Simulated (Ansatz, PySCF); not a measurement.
(1E)-1-fluorobuta-1,3-diene (C4H5F), SMILES C(=C\C=C)/F.

Geometry: r2SCAN-D4/def2-SVP. Other conformers were not sampled.

Vertical ionisation energy (IE) and electron affinity (EA) in eV. Rows of orbital energies are one-electron estimates. Where ΔSCF, EOM or ADC give a negative EA the extra electron is unbound and the value depends on the basis.

```csv
level,IE,EA
"−ε(HOMO), −ε(LUMO), r2SCAN/def2-TZVP (PySCF)",5.82,1.63
"−ε(HOMO), −ε(LUMO), PBE/def2-TZVP (PySCF)",[?],[?]
"ΔSCF, CAM-B3LYP/def2-SVPD (Ansatz), final states of multiplicity 2 and 2",8.92,-0.98
"ΔSCF, PBE/def2-SVPD (Ansatz), final states of multiplicity 2 and 2",8.79,-1.01
```

Problem. Some entries are withheld; supply them. (Estimate from the structure and the level; the computed values follow.)

Solution. 
- −ε(HOMO), −ε(LUMO), PBE/def2-TZVP (PySCF), IE: 5.66
- −ε(HOMO), −ε(LUMO), PBE/def2-TZVP (PySCF), EA: 1.79

Problem. What vertical singlet–triplet gap does ΔSCF give with CAM-B3LYP/def2-SVPD (Ansatz, an electronic-structure program) and with PBE/def2-SVPD (Ansatz)? (Estimate from the structure and the level; the computed values follow.)

Solution. 3.21 and 3.14 eV (triplet above singlet where positive).
